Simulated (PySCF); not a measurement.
Compound: C₅H₉OPSi.
Structure used (GFN2-xTB), in Å, numbered top down from 1:
```xyz
17
C5H9OPSi angstrom
C     -2.6244   -0.7499   -0.3673
C     -1.3402   -0.0959    0.0107
C     -1.2016    1.0041    0.7691
P      0.5550    1.3931    0.9279
O      1.1443    1.6025    2.2517
C      1.0471   -0.0445   -0.0587
Si     2.8425   -0.4596   -0.3963
C     -0.0742   -0.6669   -0.4500
H     -3.4714   -0.2488    0.0938
H     -2.7470   -0.7284   -1.4502
H     -2.6164   -1.7943   -0.0564
H     -2.0073    1.5702    1.2031
H      0.7491    2.4697    0.0568
H      2.8543   -1.6401   -1.2636
H      3.4471    0.6840   -1.0843
H      3.5185   -0.7284    0.8694
H     -0.0824   -1.5547   -1.0657
```

Method: TDDFT wB97X-D/def2-SVPD, vertical, gas phase, core orbitals frozen in the response (PySCF 2.14.0, density-fitted response routines).

Computed singlets with f of 0.002 or more:

```tsv
state	λ (nm)	f
S1	303.5	0.036
S2	262.1	0.023
S3	254.3	0.023
S4	195.5	0.0036
S5	188.5	0.047
S7	172.9	0.032
S8	169.6	0.166
```

Problem. Give A, τ, |μ| and ∫σ dE for each state.

Solution. For one non-degenerate pair of states in vacuum, A = 0.6670 f ν̃² s⁻¹ with ν̃ in cm⁻¹, τ = 1/A, |μ|² = 3f / (2ΔE) in atomic units, and the integrated cross-section is ∫σ dE = 109.76 f Mb·eV.

```json
{"state": "S1", "A (s⁻¹)": "2.6×10⁷", "τ": "39 ns", "|μ| (D)": "1.52", "∫σ dE (Mb·eV)": "3.9"}
{"state": "S2", "A (s⁻¹)": "2.2×10⁷", "τ": "45 ns", "|μ| (D)": "1.13", "∫σ dE (Mb·eV)": "2.5"}
{"state": "S3", "A (s⁻¹)": "2.4×10⁷", "τ": "41 ns", "|μ| (D)": "1.13", "∫σ dE (Mb·eV)": "2.6"}
{"state": "S4", "A (s⁻¹)": "6.3×10⁶", "τ": "160 ns", "|μ| (D)": "0.39", "∫σ dE (Mb·eV)": "0.4"}
{"state": "S5", "A (s⁻¹)": "8.8×10⁷", "τ": "11 ns", "|μ| (D)": "1.37", "∫σ dE (Mb·eV)": "5.1"}
{"state": "S7", "A (s⁻¹)": "7.1×10⁷", "τ": "14 ns", "|μ| (D)": "1.08", "∫σ dE (Mb·eV)": "3.5"}
{"state": "S8", "A (s⁻¹)": "3.8×10⁸", "τ": "2.6 ns", "|μ| (D)": "2.45", "∫σ dE (Mb·eV)": "18"}
```

Leading configurations: S1 H→L (92%); S2 H-1→L (82%); S3 H-2→L (82%); S4 H-4→L (91%); S5 H-3→L (63%); S7 H-5→L (59%); S8 H→L+2 (32%) (H = HOMO, L = LUMO).

Only emission to the ground state at the vertical energy is counted.

Problem. Which computed singlets stay under f = 0.002?

Solution. S6 (6.98 eV, f 0.0015).

Problem. By what factor does the largest A in the list exceed the smallest?

Solution. S8 has 61 times the rate of S4.

Problem. Suppose S1 emitted 0.3 eV lower with the same transition dipole. How would A change?

Solution. At fixed |μ|, A goes as the cube of the energy: (3.78/4.08)³ = 0.80, which makes τ about 49 ns.
